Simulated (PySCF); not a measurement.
Geometry:
```
atom   x (Å)   y (Å)   z (Å)
  C1  -2.354   0.443   0.426
  N2  -1.444  -0.599   0.042
  C3  -0.104  -0.449   0.301
  C4   0.573   0.663   0.755
  C5   1.980   0.442   0.845
  C6   2.360  -0.814   0.474
  S7   0.995  -1.761  -0.017
  H8  -3.375   0.160   0.137
  H9  -2.106   1.377  -0.104
 H10  -2.342   0.661   1.513
 H11  -1.798  -1.544   0.122
 H12   0.083   1.599   1.021
 H13   2.687   1.199   1.189
 H14   3.355  -1.255   0.463
```

Geometry: PBE0-D3(BJ)/def2-SVP; GIAO shifts from PySCF 2.14.0 with density-fitted response routines, gas phase, non-relativistic, averaged over equivalent atoms.

At PBE0/pcSseg-1 (161 basis functions, 16 s wall time on 1 thread of an Arm Neoverse V1, shared host):
```csv
atoms,δ (ppm)
C3,162.1
C5,131.2
C6,114.4
C4,102.2
C1,32.7
N2,71.7
S7,179.1
H13,6.66
H14,6.16
H12,5.75
H11,2.97
H8/H9/H10,2.75
```

Scale: TMS for 13C (σ = 184.41 ppm), 1H (σ = 31.27 ppm); 15N (σ = 265.67 ppm) against NH3; 33S (σ = 495.66 ppm) vs CS2 (reference shieldings calculated alike).

Problem. What do these become at B3LYP/pcSseg-2?

Solution. 
| atoms | δ at B3LYP/pcSseg-2 | change |
| --- | --- | --- |
| C3 | 170.5 | +8.4 |
| C5 | 135.0 | +3.8 |
| C6 | 118.3 | +3.9 |
| C4 | 105.7 | +3.5 |
| C1 | 34.3 | +1.6 |
| N2 | 73.0 | +1.3 |
| S7 | 219.8 | +40.7 |
| H13 | 6.76 | +0.10 |
| H14 | 6.31 | +0.15 |
| H12 | 5.87 | +0.12 |
| H11 | 3.49 | +0.52 |
| H8/H9/H10 | 2.85 | +0.10 |

δ = σ(ref) − σ, references computed at the same level: 13C (179.19 ppm), 1H (31.39 ppm) against TMS; 15N (258.52 ppm) vs NH3; 33S (492.20 ppm) against CS2.

The largest change is at S7 (aromatic ring sulfur). Cost: 357 basis functions, 63 s wall time on 1 thread of an Arm Neoverse V1, shared host. The order of the carbon signals is the same at both levels.

Experimental scales use liquid or dissolved standards, which lie at an offset from isolated NH3 (liquid NH3: subtract about 20 ppm).
